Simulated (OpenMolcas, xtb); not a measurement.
## How methods differ on CH7BSi2 (SMILES CB1[SiH2][SiH2]1)

CH7BSi2 has 11 atoms, charge 0, and is taken as a singlet. As SMILES, `CB1[SiH2][SiH2]1`. Geometry: relaxed at PBE0-D4/def2-TZVP.

Each level gives the dipole moment (D). The values are calculated.

```csv
level,kind,program,value (D),CPU time
GFN0-xTB,semi-empirical,xtb,1.19,under 2 s
GFN1-xTB,semi-empirical,xtb,0.93,under 2 s
"HF/6-31G* (RICD fitting, Cartesian functions)",Hartree–Fock,OpenMolcas,0.25,3.8 s
SVWN5/6-31G* (spherical functions),LDA,OpenMolcas,0.42,49 s
PBE/6-31G* (spherical functions),GGA,OpenMolcas,0.40,58 s
TPSS/6-31G* (spherical functions),meta-GGA,OpenMolcas,0.39,81 s
B3LYP/6-31G* (spherical functions),global hybrid,OpenMolcas,0.33,57 s
B3LYP/6-31G* (Cartesian functions),global hybrid,OpenMolcas,0.33,61 s
```

The values span 0.25 to 1.19 D. Magnitudes only. Times are those of the runs behind each value, whatever else they computed, on shared processors of several kinds: orders of magnitude only.
